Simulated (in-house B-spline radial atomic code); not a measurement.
The numbers below are computed, except where a source is named.
Stopping and range of 50 keV Te in InAs

The pair potential comes from two frozen, spherical free-atom densities (PBE, B-spline radial code, scalar-relativistic past argon): electrostatics plus the change in Thomas-Fermi kinetic and Dirac exchange energy where they overlap, the recipe behind the universal ZBL potential, which averages such potentials (from solid-state densities) over many pairs. It is written V = (Z1 Z2 e²/r) φ(r/a), with e² = 14.3996 eV·Å and a = 0.46850 Å/(Z1^0.23 + Z2^0.23); ZBL's fit is φ = 0.18175 e^(−3.1998x) + 0.50986 e^(−0.94229x) + 0.28022 e^(−0.4029x) + 0.02817 e^(−0.20162x). Where φ falls below 4e-4 it is continued as an exponential.

The target is taken as amorphous, with density 5.68 g/cm³ (NSM archive of the Ioffe Institute); channelling is ignored. Masses: Te 127.6, In 114.82, As 74.92 u. Nuclear stopping is S_n = 4π a Z1 Z2 e² M1/(M1 + M2) × s_n(ε), with s_n integrated over impact parameters for each pair. Electronic stopping is Lindhard and Scharff's S_e = Z1^(1/6) 8π e² a0 Z1 Z2/(Z1^(2/3) + Z2^(2/3))^(3/2) × v/v0, with a0 = 0.529177 Å and v = v0 at 24.801 keV/u; it misses the oscillations with Z1 seen in experiment, which reach tens of per cent. Compounds add by atom fraction.

```
target atom    a (Å)  ε at this energy  s_n, this pair  s_n, ZBL potential
         In  0.09505           0.06135          0.2898              0.2884
         As  0.09934           0.07436          0.3048              0.3005
```

(1) What are the atom density and the stopping powers at entry?

Along the track:

```
E (keV)  N S_n (eV/nm)  N S_e (eV/nm)
    2.5            793           60.4
    7.5           1270            105
     15           1630            148
     25           1920            191
   37.5           2130            234
     50           2270            270
```

(2) Estimate the path length and the projected range.

Results:

(1) N = 5.68 × 0.602214/94.87 = 0.03606 atoms/Å³. For In: S_n = 23070 × 0.2898 = 6685 eV·Å², S_e = 3.7107 × √50000 = 829.7 eV·Å². For As: S_n = 19430 × 0.3048 = 5925 eV·Å², S_e = 2.9943 × √50000 = 669.5 eV·Å². Averaged over the target's atoms (half each) and times N × 10 Å/nm, the ion loses N S_n = 2270 eV/nm to recoils and N S_e = 270 eV/nm to electrons; the nuclear share is 89 %.

(2) With continuous slowing down the path is the integral of dE/(N (S_n + S_e)). Trapezoids over the table give 25.5 nm, and the stretch below the first row, with stopping taken as √E, adds 2E/(N S) = 5.9 nm: 31.3 nm in all, against 30.9 nm on a fine grid from 5 eV. Deflections shorten the depth: to first order in the energy passed on, N (S_n + S_e) dR_p/dE = 1 − N S_n (M2/M1) R_p/(2E), summed over the target's atoms, and integrating this on the fine grid gives R_p = 19.3 nm, 0.63 of the path. Lindhard's rule of thumb R/(1 + M2/3M1), with mean M2/M1 = 0.74, gives 24.7 nm. On the ZBL potential the same equation gives 19.6 nm, and the full integral equation, which keeps hard collisions, 20.3 nm.
